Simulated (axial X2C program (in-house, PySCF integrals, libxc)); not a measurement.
What spin–orbit coupling does to SrS⁻

All values were computed with an in-house relativistic program for diatomic molecules. Spin-free means the one-electron spin-free X2C Hamiltonian; two-component (2c) means X2C with spin–orbit coupling and atomic mean-field two-electron Coulomb and Gaunt terms, so the difference of the two also holds small scalar two-electron terms. Basis: Sr dyall-acv3z [14s13p9d6f1g], S dyall-av3z [9s8p3d2f] (cores contracted in-house); Gaussian nuclei, density fitting, unrestricted open shells. Masses: Sr 87.906 u, S 31.972 u.

Spin-free state: M_S = 1/2, Λ = 0 (beyond evenly filled blocks: σα); fragments Sr + S-.

| level | Re (Å) | ωe (cm⁻¹) | De (eV) | μ (D) |
| --- | --- | --- | --- | --- |
| PBE0 | 2.518 | 348.4 | 2.775 | -4.73 |
| HF | 2.574 | 349.2 | 1.825 | -5.92 |
| MP2 | 2.600 | 326.2 | 2.729 | n/a |
| CCSD | 2.591 | 332.7 | 2.310 | n/a |
| CCSD(T) | 2.602 | 324.1 | 2.454 | n/a |
| TPSS | 2.534 | 338.8 | 2.975 | -3.76 |

Correlated methods: 9 electrons correlated (number of frozen shells: Sr 4 s, 3 p, 1 d; S 2 s, 1 p), 293 virtual spin orbitals or spinors in MP2, 90 natural virtuals in coupled cluster.

Dipoles are positive if S is the positive end and refer to the centre of mass.

Two-component determinant lowest at the distance of the search:

Ω = 1/2 (⟨Sz⟩ = 0.50, ⟨Lz⟩ = 0.00 at HF); fragments Sr + S-.

| level | Re (Å) | ωe (cm⁻¹) | De (eV) | μ (D) |
| --- | --- | --- | --- | --- |
| PBE0 | 2.517 | 348.5 | 2.775 | -4.72 |
| HF | 2.574 | 349.2 | 1.795 | -5.91 |
| MP2 | 2.599 | 326.3 | 2.710 | n/a |
| CCSD | 2.591 | 332.8 | 2.295 | n/a |
| CCSD(T) | 2.601 | 324.1 | 2.437 | n/a |
| TPSS | 2.534 | 338.9 | 2.977 | -3.75 |

**Question.** From the two tables, how do the constants change at the CCSD(T) level (2c against spin-free)?

**Answer.** At the CCSD(T) level Re is unchanged within 0.001 Å and ωe is unchanged to within 0.2 cm⁻¹; De changes by -0.017 eV.

One determinant describes the state; a PBE0 search over occupations chose it and may have missed a lower one. De is counted from the lowest determinant-based energies of the atoms at the same level, without counterpoise correction. Density functionals use the spin component along the axis (collinear). Coupled cluster ran in a truncated set of natural virtual spinors; the MP2 energy of the rest was added. (T) has no such correction and the atoms are truncated less, which lowers De at CCSD(T) by a hundredth of an eV or more. The 2c atoms are single determinants rather than J levels; their spin–orbit lowering is only partly caught, and De is too large by that part. This holds for PBE0, TPSS. The functionals have no current-density term, which raises determinants with orbital currents, atoms included. The outer-core s and p shells of the metal are frozen in the correlated rows, which leaves out core–valence correlation; for alkali and alkaline-earth bonds that tends to lengthen them. The highest occupied level of some functionals is positive through self-interaction error; at Hartree–Fock it is bound. With the outer-core shells frozen, correlated bond lengths of heavy atoms tend to come out a few hundredths of an ångström too long. Hartree–Fock gets electron affinities wrong, so its lowest charge split need not be the true one.
